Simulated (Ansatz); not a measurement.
Calculated with Ansatz (gas phase, PBE0-D4/def2-TZVP geometries, no zero-point term in ΔE). CBS: MP2 limit from def2 TZ/QZ plus the TZ coupled-cluster correction, frozen cores. This one scheme is used for every species. DFT in def2-TZVPP. B3LYP here is the variant with VWN-RPA as its local correlation; programs differ in this. Each species was taken in one conformer, which may not be the lowest.

Consider the cleavage of the B–Si bond: `CNB[SiH2]O` + `BN` → `BNBNC` + silanol.

| level | ΔE (kcal/mol) |
| --- | --- |
| LDA (SPW92) | -17.6 |
| B3LYP-D4 | -19.1 |
| B2PLYP | -19.4 |
| B3LYP | -18.5 |
| CAM-B3LYP | -19.6 |
| SCS-MP2/def2-TZVPP | -20.5 |
| CCSD(T)/def2-TZVPP | -19.2 |
| SCS-MP2/def2-QZVPP | -20.6 |

Question: What does CCSD(T)/CBS give? (Best estimate.)

Answer: Ansatz gave: -19.2 kcal/mol. The listed levels differ from it by 1.6, 0.1, -0.2, 0.7, -0.4, -1.3, 0.0, -1.4 kcal/mol.

Largest T1 diagnostic among the species: 0.013.

From r2SCAN to r2SCAN0 (25 % exact exchange), in def2-TZVPP and without D4, ΔE moves by −0.9 kcal/mol. At CCSD(T), def2-SVP lies −1.5 kcal/mol from the extrapolated value and def2-TZVPP +0.0 kcal/mol. In def2-TZVPP, CCSD(T) changes the Hartree–Fock value by +3.6 kcal/mol (the triples alone add +0.4 kcal/mol) and MP2 by +2.3 kcal/mol.

CCSD(T)/CBS has its own doubt, a few kJ/mol and more with outer-core shells, so smaller differences from it don't rank the levels.
